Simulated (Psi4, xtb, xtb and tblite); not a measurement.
Internal rotation in H₄O₄Si, SMILES O[Si](O)(O)O, singlet. Scanned: dihedral H6–O1–Si2–O3; all other coordinates were relaxed at GFN2-xTB. Heavy atoms are numbered in the order of the SMILES O[Si](O)(O)O, hydrogens after them in the order of the atoms that carry them; the mirror image has the same energies with the sign of each dihedral reversed.

Levels of theory: HF/cc-pVTZ // GFN2-xTB (Psi4); GFN2-xTB (xtb and tblite); GFN1-xTB // GFN2-xTB (xtb).

Energies in kJ/mol, each method relative to its own lowest point.

```
φ / °  HF/cc-pVTZ  GFN2-xTB  GFN1-xTB
-----  ----------  --------  --------
0            3.77      3.05      2.98
10           2.27      2.02      2.10
20           1.07      1.08      1.22
30            [?]       [?]      0.45
40           0.00      0.00      0.00
50            [?]      0.09      0.00
60           1.01      0.68      0.48
70            [?]       [?]      1.39
80           3.64      3.29      2.76
90           5.16      5.11      4.34
100          6.57      7.03      6.02
110          7.72      8.87      7.74
```

Task: Complete the blanks.

Result: 
- 30, HF/cc-pVTZ: 0.28
- 30, GFN2-xTB: 0.37
- 50, HF/cc-pVTZ: 0.26
- 70, HF/cc-pVTZ: 2.17
- 70, GFN2-xTB: 1.77
